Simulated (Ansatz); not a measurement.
Species: [Hf(Cl)2(F)2] (charge 0, multiplicity 1).

Q: Give a relaxed geometry from r2SCAN-D4/def2-SVP in Ansatz (a program for electronic structure).

A: the end point of this relaxation.
Z-matrix (Å, degrees):
```
Hf
F 1 1.8970
F 1 1.8970 2 107.93
Cl 1 2.3450 2 109.42 3 -118.98
Cl 1 2.3450 2 109.41 3 118.98
```
